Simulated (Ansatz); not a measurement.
Frontier orbitals of FGaGeH$_{4}$Si.

```xyz
8

F     0.3008   -0.3485   -2.2684
Si    0.2256   -0.7631   -0.7148
Ga   -1.6344    0.8446    1.0696
Ge    1.1848    1.0112    0.6790
H     1.0038   -2.0171   -0.5313
H    -1.2134   -1.1821   -0.4931
H     0.2280    0.4548    1.9110
H    -0.0952    2.0003    0.3481
```

The species carries charge 0 and has multiplicity 1. Correlated methods include outer-core shells of Ga, Ge, which these sets cover unevenly. Scalar relativity is left out up to krypton. The bonds changed during the relaxation, so this is another structure than the one it started from. The structure was optimised at the PBE0-D4/def2-TZVP level. Basis def2-TZVPP, Ansatz 0.2.0.

Orbital energies of one run (eV). Highest occupied ones, from the top: -5.35, -6.41, -7.78, -8.08, -9.16, -10.00, -10.42, -10.68, -12.71, -14.21, -20.05, -20.07, -20.07, -20.14. Empty: -2.48, -2.28, -1.04, -0.79, -0.36, 0.42.

**Question.** Which functional gave them?
A. PBE0
B. BLYP
C. r2SCAN
D. CAM-B3LYP

**Answer.** B. HOMO energies: BLYP -5.35, PBE0 -6.35, r2SCAN -5.74, CAM-B3LYP -7.46 eV.
